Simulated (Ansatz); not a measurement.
Mulliken charges of ClGaHS (`[SH][Ga][Cl]`) radical from B3LYP/def2-TZVPP in Ansatz (PBE0-D4/def2-TZVP geometry).

```tsv
atom	x (Å)	y (Å)	z (Å)	charge (e)
S1	-1.045	0.685	-0.953	-0.231
Ga2	0.031	-1.171	-0.335	0.381
Cl3	1.460	-0.975	1.287	-0.268
H4	-0.390	1.400	-0.020	0.118
```

By hand: the dipole of these point charges (1 e Å = 4.8032 D).

Σ q r = (-0.184, -0.178, -0.255) e Å, of length 0.361 e Å = 1.73 D.

How does the dipole of the full density compare? (Estimate.)

Computed: (-0.123, -0.089, -0.161) e Å, 1.06 D; the point charges give 1.63 times that, at 6° from its direction.

Point charges leave out the atoms' own dipoles, such as those of lone pairs, and Mulliken's split depends on the basis, so the two needn't agree.

B3LYP here is the variant with VWN-RPA as its local correlation; programs differ in this.
